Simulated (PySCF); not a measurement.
**Molecular orbitals of SmC**

M06-2X at R = 2.374 Å; PySCF, spin-free X2C with a Gaussian nucleus, basis sets Sm x2c-SVPall, C x2c-SVPall. State: 2S+1 = 11, about 6.0 electrons in the 4f shell (Mulliken), real f orbitals that mix terms. Only the outer orbitals are listed, counted within each symmetry.

```csv
spin,orbital,occ.,ε (eV),on Sm (%),main shells (%)
α,8π,1,-7.08,20,"80 C p, 12 Sm d"
α,8π,1,-7.08,20,"80 C p, 12 Sm d"
α,15σ,1,-4.56,98,"80 Sm s, 11 Sm p"
α,9π,0,-0.16,100,"69 Sm p, 31 Sm d"
α,9π,0,-0.16,100,"69 Sm p, 31 Sm d"
α,16σ,0,-0.12,99,"49 Sm p, 48 Sm d"
β,14σ,0,-1.86,105,100 Sm s
β,7π,0,-1.28,74,"40 Sm d, 34 Sm p, 26 C p"
β,7π,0,-1.28,74,"40 Sm d, 34 Sm p, 26 C p"
```

Task: Which are the highest filled and the lowest empty level, where do they sit, and how wide is the gap?

Result: Highest filled α 15σ at -4.56 eV (in %: 80 Sm s, 11 Sm p); lowest empty β 14σ at -1.86 eV (in %: 100 Sm s); the gap at M06-2X is 2.70 eV.

```json
{
 "bond order (Mayer)": "1.13",
 "⟨S²⟩": "30.012",
 "charge on Sm (Mulliken, basis-dependent)": "0.34",
 "charge on Sm (Löwdin, basis-dependent)": "0.13",
 "dipole moment (positive dipole means Sm(−)C(+))": "-3.76 D"
}
```

Shares are Mulliken populations and can fall outside 0 to 100 %.

Spin–orbit coupling is left out. With d or f electrons several states lie close, and the lowest PBE0 determinant need not be the measured ground state.
